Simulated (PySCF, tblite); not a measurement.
Isomers of C2H10Cl2OSi3, one GFN2-xTB conformer each. Single-point energies are computed at PBE0/pcSseg-1 (PySCF, gas phase, no added dispersion term), electronic only.

| SMILES | GFN2-xTB relative energy (kJ/mol) |
| --- | --- |
| CO[Si@@H]([SiH2]Cl)[SiH2]CCl | 53.4 |
| [SiH3]O[Si@H](CCl)[SiH2]CCl | 0.0 |
| CO[Si@H](CCl)[SiH2][SiH2]Cl | 62.4 |

Conformers: `[CH3:1][O:2][Si@@H:3]([SiH2:4][Cl:5])[SiH2:6][CH2:7][Cl:8]` with C1–O2–Si3–Si4 178°, O2–Si3–Si4–Cl5 171°, O2–Si3–Si6–C7 -156°, Si3–Si6–C7–Cl8 -179°; `[SiH3:1][O:2][Si@H:3]([CH2:4][Cl:5])[SiH2:6][CH2:7][Cl:8]` with Si1–O2–Si3–C4 31°, O2–Si3–C4–Cl5 -62°, O2–Si3–Si6–C7 -155°, Si3–Si6–C7–Cl8 -53°; `[CH3:1][O:2][Si@H:3]([CH2:4][Cl:5])[SiH2:6][SiH2:7][Cl:8]` with C1–O2–Si3–C4 -179°, O2–Si3–C4–Cl5 -172°, O2–Si3–Si6–Si7 111°, Si3–Si6–Si7–Cl8 -161°.

**Question.** What does PBE0/pcSseg-1 give for the same structures?

**Answer.** 
```csv
SMILES,PBE0/pcSseg-1 E (Eh),PBE0/pcSseg-1 (kJ/mol),GFN2-xTB (kJ/mol),point group
CO[Si@H](CCl)[SiH2][SiH2]Cl,-1945.46961,0.0,62.4,C1
[SiH3]O[Si@H](CCl)[SiH2]CCl,-1945.46496,12.2,0.0,C1
CO[Si@@H]([SiH2]Cl)[SiH2]CCl,-1945.45926,27.2,53.4,C1
```

GFN2-xTB puts [SiH3]O[Si@H](CCl)[SiH2]CCl lowest instead; measured from each level's own lowest isomer, the values differ by up to 62.4 kJ/mol (CO[Si@H](CCl)[SiH2][SiH2]Cl: 62.4 against 0.0). 

**Question.** Which frontier levels, dipoles and rotational constants go with these structures?

**Answer.** 
| SMILES | HOMO (eV, PBE0/pcSseg-1) | LUMO (eV) | dipole (D) | A, B, C (MHz) |
| --- | --- | --- | --- | --- |
| CO[Si@H](CCl)[SiH2][SiH2]Cl | -7.86 | -0.86 | 3.36 | 1027, 462.1, 341.4 |
| [SiH3]O[Si@H](CCl)[SiH2]CCl | -7.91 | -0.72 | 1.80 | 1245, 474.8, 397.9 |
| CO[Si@@H]([SiH2]Cl)[SiH2]CCl | -7.67 | -1.55 | 3.38 | 830.4, 509.5, 326.4 |

**Question.** What happens when harmonic zero-point energies from GFN2-xTB frequencies are added?

**Answer.** 
```json
{"SMILES": "CO[Si@H](CCl)[SiH2][SiH2]Cl", "ZPE (kJ/mol)": "293.9", "electronic (kJ/mol)": "0.0", "with ZPE (kJ/mol)": "0.0"}
{"SMILES": "[SiH3]O[Si@H](CCl)[SiH2]CCl", "ZPE (kJ/mol)": "285.3", "electronic (kJ/mol)": "12.2", "with ZPE (kJ/mol)": "3.6"}
{"SMILES": "CO[Si@@H]([SiH2]Cl)[SiH2]CCl", "ZPE (kJ/mol)": "292.8", "electronic (kJ/mol)": "27.2", "with ZPE (kJ/mol)": "26.1"}
```

The zero-point energies span 8.6 kJ/mol. The order is unchanged.

**Question.** As an exercise, what shares would exp(−E/RT) give at 1000 K from these electronic energies alone (no entropy, no degeneracies)?

**Answer.** RT = 8.314 kJ/mol: CO[Si@H](CCl)[SiH2][SiH2]Cl 78.8 %, [SiH3]O[Si@H](CCl)[SiH2]CCl 18.2 %, CO[Si@@H]([SiH2]Cl)[SiH2]CCl 3.0 %.
